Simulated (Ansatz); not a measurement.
`[SiH3]O[SiH]([SiH3])Cl` + H–F → `F[SiH]([SiH3])Cl` + `O[SiH3]` at 700 K and 1 bar (ligand exchange at the Si–O bond).

Computed with Ansatz on PBE0-D4/def2-TZVP structures; ΔE is electronic, products minus reactants. CCSD(T)/CBS adds triple-zeta CCSD(T) − MP2 to the extrapolated MP2 energy (def2 sets, frozen cores). This one scheme is used for every species. Each species was taken in one conformer, which may not be the lowest.

| species | CCSD(T)/CBS energy (Eh) | H − E (kJ/mol) | S (J/(mol·K)) |
| --- | --- | --- | --- |
| `[SiH3]O[SiH]([SiH3])Cl` | -1406.52878 | 272.8 | 573.4 |
| H–F | -100.39570 | 45.2 | 198.5 |
| `F[SiH]([SiH3])Cl` | -1140.23962 | 170.5 | 447.7 |
| `O[SiH3]` | -366.69042 | 144.6 | 321.6 |

H − E and S are ideal-gas, rigid-rotor, harmonic terms from PBE0-D4/def2-TZVP, for one conformer and one mirror image of each species. 1 Eh = 2625.50 kJ/mol, R = 8.31446 J/(mol·K).

Problem. By hand: ΔE, ΔH, ΔS and ΔG.

Solution. ΔE = (-1140.23962) + (-366.69042) − (-1406.52878) − (-100.39570) = -0.00556 Eh = -14.6 kJ/mol. Δ(H − E) = 170.5 + 144.6 − 272.8 − 45.2 = -2.9, so ΔH = -17.5 kJ/mol. ΔS = 447.7 + 321.6 − 573.4 − 198.5 = -2.6 J/(mol·K). ΔG = -17.5 − 700 × (-2.6)/1000 = -15.7 kJ/mol.

Problem. By hand: the equilibrium constant, and the temperature at which ΔG would vanish if ΔH and ΔS stayed fixed.

Solution. log₁₀ K = −ΔG/(RT ln 10) = 1.2. ΔG = 0 at ΔH/ΔS = 6731 K, far beyond where these terms or the molecules hold.

The number of gas molecules stays the same, so ΔS is small and ΔH decides. A doubt of 5 kJ/mol in ΔE shifts log₁₀ K by 0.4 here. Other conformers and mirror images would add mixing entropy, several J/(mol·K) or more a flexible species. Modes under 60 cm⁻¹, often nearly free rotors, make the harmonic entropy too high. These are equilibria of isolated gas molecules and say nothing of rates. Largest T1 diagnostic: 0.012 (customary marks: 0.02 for closed shells, 0.045 for open ones).
